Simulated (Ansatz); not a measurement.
```yaml
crystal:
  periodic: [false, false, false]
  atoms:
    - {symbol: C, position_ang: [0.326283, 1.399806, 1.946133]}
    - {symbol: C, position_ang: [0.625331, 1.217975, 0.462135]}
    - {symbol: Si, position_ang: [0.124611, -0.476585, -0.198273]}
    - {symbol: Al, position_ang: [-1.717206, -1.913988, -0.734294]}
    - {symbol: Si, position_ang: [-0.020276, -1.335477, -2.356511]}
    - {symbol: H, position_ang: [0.632690, 2.389958, 2.294318]}
    - {symbol: H, position_ang: [0.853437, 0.659236, 2.552600]}
    - {symbol: H, position_ang: [-0.741101, 1.290276, 2.153003]}
    - {symbol: H, position_ang: [1.694335, 1.345644, 0.261524]}
    - {symbol: H, position_ang: [0.105994, 1.972938, -0.135703]}
    - {symbol: H, position_ang: [0.867815, -1.574613, 0.519729]}
    - {symbol: H, position_ang: [-3.032999, -2.720636, -0.360568]}
    - {symbol: H, position_ang: [1.058902, -1.934747, -3.193462]}
    - {symbol: H, position_ang: [-0.790713, -0.348987, -3.181830]}
basis:
  gaussian: {orbitals: aug-pcseg-2}
hamiltonian: {xc: {name: revPBE0}, dispersion: d3bj}
output: {forces: true}
```

```sh
$ ansatz run in.yaml --threads 4 --pin off --events-out ev --progress --plain --max-ram 10444MiB
```

Shortened log:

```
Functional definition: revPBE0
  name "revPBE0"
  cite "Zhang & Yang, Phys. Rev. Lett. 80, 890 (1998) doi:10.1103/PhysRevLett.80.890"
  cite "Adamo & Barone, J. Chem. Phys. 110, 6158 (1999) doi:10.1063/1.478522"
  cite "Perdew, Burke & Ernzerhof, Phys. Rev. Lett. 77, 3865 (1996) doi:10.1103/PhysRevLett.77.3865"
  parameter a = 0.25
  parameter kappa = 1.245
  parameter beta = 0.06672455060314922
  exchange = (1 - a)*pbe_x(kappa = kappa, mu = beta*pi^2/3) + a*exact_x
  correlation = pbe_c(beta = beta)
1983 factors; their error is unknown
mean field evaluation 1: about -24558.5003 eV, gradient 6.2e1 eV
mean field evaluation 2: about -24546.1229 eV, gradient 8.6e1 eV
mean field evaluation 4: about -24568.2486 eV, gradient 6.2e0 eV
mean field evaluation 8: about -24568.3633 eV, gradient 7.1e-2 eV
mean field evaluation 16: about -24568.4535 eV, gradient 2.0e-4 eV
mean field -24568.45348118 eV, -902.8740123374 hartree, gradient 5.6e-5 eV, S^2 0.000000; 0 other end points of the search recorded, 0 dependent functions left out
the calculation of the forces begins
reference -24568.45356503 eV, -902.8740154189 hartree; 31, 31 occupied and 418, 418 virtual orbitals, 1983 factors
Total energy: -24569.15743770 eV, -902.8998822624 hartree
Atom 0 at     0.326283     1.399806     1.946133 Å, force    -0.027311     0.015476     0.138133 eV/Å
Atom 1 at     0.625331     1.217975     0.462135 Å, force     0.043310     0.057977    -0.107847 eV/Å
Atom 2 at     0.124611    -0.476585    -0.198273 Å, force     0.012211    -0.017551     0.033298 eV/Å
Atom 3 at    -1.717206    -1.913988    -0.734294 Å, force    -0.073741    -0.038606     0.024131 eV/Å
Atom 4 at    -0.020276    -1.335477    -2.356511 Å, force     0.035341    -0.007762    -0.063127 eV/Å
Atom 5 at     0.632690     2.389958     2.294318 Å, force    -0.005113    -0.017131    -0.008568 eV/Å
Atom 6 at     0.853437     0.659236     2.552600 Å, force    -0.010789     0.013698    -0.018515 eV/Å
Atom 7 at    -0.741101     1.290276     2.153003 Å, force     0.025132     0.000678    -0.010019 eV/Å
Atom 8 at     1.694335     1.345644     0.261524 Å, force    -0.019180    -0.000747     0.005310 eV/Å
Atom 9 at     0.105994     1.972938    -0.135703 Å, force     0.010197    -0.014480     0.013991 eV/Å
Atom 10 at     0.867815    -1.574613     0.519729 Å, force     0.006696    -0.002435     0.002816 eV/Å
Atom 11 at    -3.032999    -2.720636    -0.360568 Å, force     0.002647     0.002461    -0.000284 eV/Å
Atom 12 at     1.058902    -1.934747    -3.193462 Å, force     0.008755    -0.004689    -0.002552 eV/Å
Atom 13 at    -0.790713    -0.348987    -3.181830 Å, force    -0.008156     0.013111    -0.006768 eV/Å
Dipole moment:    -0.063689     0.151399     0.191368 e Å
```

Hardware: 4 threads of a server CPU on a shared host. Wall time 21 s, peak host memory 2.6 GiB.
